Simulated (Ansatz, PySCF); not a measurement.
Gas-phase reaction in SMILES: ClC1(Cl)C[SiH2]C1 + 6 [H][H] (H2) → 3 C (CH4) + 2 Cl (HCl) + [SiH4] (SiH4)
Structures are relaxed separately at B3LYP-D3(BJ)/def2-TZVP in Ansatz (a first-principles code), one conformer each, not searched for the lowest.

Wanted: energy of full hydrogenation (enthalpy at 298 K, with B3LYP-D3(BJ) rigid-rotor harmonic-oscillator terms from PySCF), in eV. Correlated levels leave the core frozen unless marked. No spin-orbit coupling. No relativistic terms. CBS(X,Y): correlation extrapolated as X^-3; Hartree-Fock from the larger set.

```json
[
 {"level": "r2SCAN/def2-TZVPD", "program": "Ansatz", "energy of full hydrogenation (eV)": "-3.73"},
 {"level": "B97M-V/def2-TZVPD", "program": "Ansatz", "energy of full hydrogenation (eV)": "-4.07"},
 {"level": "B3LYP/def2-TZVPD", "program": "Ansatz", "energy of full hydrogenation (eV)": "?"},
 {"level": "PBE0-D4/def2-TZVPD", "program": "Ansatz + dftd4", "energy of full hydrogenation (eV)": "-3.81"},
 {"level": "LC-wPBE/def2-TZVPD", "program": "Ansatz", "energy of full hydrogenation (eV)": "?"},
 {"level": "SCS-MP2/cc-pV(D+d)Z", "program": "Ansatz", "energy of full hydrogenation (eV)": "-4.08"},
 {"level": "CCSD/STO-3G", "program": "Ansatz", "energy of full hydrogenation (eV)": "-2.42"},
 {"level": "CCSD(T)/CBS(cc-pV(T+d)Z,cc-pV(Q+d)Z)", "program": "Ansatz", "energy of full hydrogenation (eV)": "?"}
]
```

### Question
What belongs in the gaps?

### Answer

- B3LYP/def2-TZVPD, energy of full hydrogenation (eV): -4.32
- LC-wPBE/def2-TZVPD, energy of full hydrogenation (eV): -4.13
- CCSD(T)/CBS(cc-pV(T+d)Z,cc-pV(Q+d)Z), energy of full hydrogenation (eV): -3.78
